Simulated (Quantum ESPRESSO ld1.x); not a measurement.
Species: C IV. Configuration: [He] 2s1. Method: scalar-relativistic Kohn-Sham, BP86, spin-unpolarised, spherical densities, point nucleus; without spin polarisation the odd electron is poorly described; computed with ld1.x of Quantum ESPRESSO 7.5.

Unscreened Slater integrals over Kohn-Sham orbitals (eV).

\begin{tabular}{lr}
integral & value \\ \hline
F0(2s,2s) & 19.167 \\
F0(2s,1s) & 26.775 \\
G0(2s,1s) & 2.2992 \\
F0(1s,1s) & 95.446 \\
\end{tabular}
